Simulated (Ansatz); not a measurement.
Reaction (hydrogenolysis of a Ga–S bond): `[SH][GaH][SH]` + H₂ → `[SH][GaH2]` + H₂S

Gas-phase electronic energies from Ansatz, PBE0-D4/def2-TZVP geometries. CCSD(T)/CBS adds triple-zeta CCSD(T) − MP2 to the extrapolated MP2 energy (def2 sets, frozen cores). This one scheme is used for every species. DFT in def2-TZVPP. HSE06 is defined as in plane-wave codes. For Ga outer-core shells are correlated without core-valence functions, which leaves a few kJ/mol of doubt a bond. Scalar relativity is left out up to krypton. One conformer a species, not always the lowest.

`[SH][GaH][SH]`:

```xyz
6

S    -1.822    0.109    0.595
Ga   -0.158   -0.487   -0.711
S     1.900    0.130   -0.245
H    -1.058    0.792    1.463
H    -0.437   -1.351   -1.971
H     1.575    0.806    0.869
```

H₂:

```xyz
2

H     0.214    0.125   -0.279
H    -0.214   -0.125    0.279
```

`[SH][GaH2]`:

Z-matrix (Å, degrees):
```
Ga
S 1 2.199
H 1 1.559 2 115.2
H 1 1.560 2 118.1 3 -180.0
H 2 1.343 1 95.0 3 180.0
```

H₂S:

Cartesian coordinates in Å:
```
S -0.011 -0.321 -0.530
H -0.022 0.988 -0.236
H 0.033 -0.667 0.765
```

Task: Is it downhill or uphill in electronic energy at CCSD(T)/CBS, and by how much? (Best estimate.)

Result: Ansatz gave: Uphill: ΔE = +0.80 eV.

Task: What do these levels give: LDA (SPW92), revPBE-D4, BHLYP-D4, PBE-QIDH, HSE06, SCS-MP2/def2-QZVPP? (Estimate.)

Result: Ansatz gave: LDA (SPW92) 0.74, revPBE-D4 0.83, BHLYP-D4 0.75, PBE-QIDH 0.78, HSE06 0.73, SCS-MP2/def2-QZVPP 0.79 eV.

Largest T1 diagnostic among the species: 0.013.

The D4 term adds +0.09 eV with B3LYP and +0.05 eV with PBE0; it sums over pairs of atoms, weighted by their polarisabilities, and B3LYP, whose exchange is more repulsive, gets the larger term. Leaving LDA and LC-ωPBE aside and taking each functional with its dispersion term where it has one, the values, not all of them listed here, spread over 0.15 eV, from B97M-V to revPBE-D4. In def2-TZVPP, CCSD(T) changes the Hartree–Fock value by +0.17 eV (the triples alone add +0.05 eV) and MP2 by +0.27 eV.

B3LYP here is the variant with VWN-RPA as its local correlation; programs differ in this.
